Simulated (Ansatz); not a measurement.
CH3GaO from Hartree–Fock to CCSD(T)

```xyz
6

C    -0.454    0.300    0.144
O     0.668   -0.435   -0.215
Ga    2.101   -1.390   -0.669
H    -0.550    0.363    1.235
H    -1.368   -0.160   -0.248
H    -0.396    1.322   -0.248
```

The species carries charge 0 and has multiplicity 1. Correlated methods include outer-core shells of Ga, which these sets cover unevenly. Scalar relativity is left out up to krypton. The bonds changed during the relaxation, so this is another structure than the one it started from. All single points use the PBE0-D4/def2-TZVP geometry. Frozen core, restricted reference, Ansatz.

```tsv
basis	HF (Eh)	MP2 corr.
def2-SVP	-2037.40975	-0.52072
def2-TZVPP	-2037.79518	-0.61514
def2-QZVPP	-2037.84108	-0.89416
```

Task: Estimate the CCSD correlation energy and the (T) correction in each basis where they were run (hartree).

Result: 
```json
{"basis": "def2-SVP", "CCSD corr.": "-0.53599", "(T)": "-0.01655"}
{"basis": "def2-TZVPP", "CCSD corr.": "-0.62677", "(T)": "-0.02559"}
```
